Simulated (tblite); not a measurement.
4,5,6-trimethyl-1,2,3-triazine, C₆H₉N₃.
SMILES: `Cc1nnnc(C)c1C`

All values are computed: GFN2-xTB (tblite) harmonic vibrations without scaling, gas phase. The method is semi-empirical: single wavenumbers can be off by several per cent or more.

Harmonic wavenumbers (cm⁻¹): 38.7, 83.7, 144.5, 162.2, 187.9, 259.7, 277.8, 295.6, 430.4, 491.2, 492.3, 509.7, 564.8, 704.0, 748.0, 905.3, 933.2, 989.5, 995.2, 997.5, 1022.0, 1026.8, 1097.4, 1123.6, 1213.0, 1269.9, 1356.5, 1386.0, 1389.2, 1400.1, 1405.9, 1446.1, 1459.7, 1464.5, 1466.8, 1474.6, 1481.3, 1498.9, 1511.4, 3000.4, 3006.6, 3012.4, 3013.8, 3018.7, 3019.4, 3065.5, 3068.5, 3070.2.

A = 2395, B = 1800, C = 1047 MHz; mass 123.080 u (most abundant isotopes); point group Cs, symmetry number 1.

Question: What is the zero-point energy?

Answer: Half the sum of the wavenumbers: 31490 cm⁻¹ = 376.71 kJ/mol.

Question: What is S at 298.15 K and 1 bar for an ideal gas of classical rigid rotors and harmonic oscillators?

Answer: Translation 168.88, rotation 119.90, vibration 110.12: S = 398.9 J/(mol K).

Question: And Cp and H(298.15 K) − H(0)?

Answer: Cp = 148.28 J/(mol K), of which vibrations give 115.02 (their classical limit is 48 R = 399.1); H(298.15 K) − H(0) = 27.28 kJ/mol without the zero-point energy, 17.36 from vibrations.

Question: What must be added to the electronic energy to get the Gibbs energy at 298.15 K and 1 bar?

Answer: ZPE + [H(298.15 K) − H(0)] − T·S = 376.71 + 27.28 − 118.93 = 285.06 kJ/mol.

Question: Blend soft modes into free rotors: weight 1/[1 + (100 cm⁻¹/ν̃)⁴] for the oscillator and the rest for a rotor with moment μB/(μ + B), μ = h/(8π²ν), B = 10⁻⁴⁴ kg m². What vibrational entropy results?

Answer: 101.51 J/(mol K) in place of 110.12, which changes −T·S at 298.15 K by +2.57 kJ/mol.

Hindered rotation and anharmonicity are outside this model.
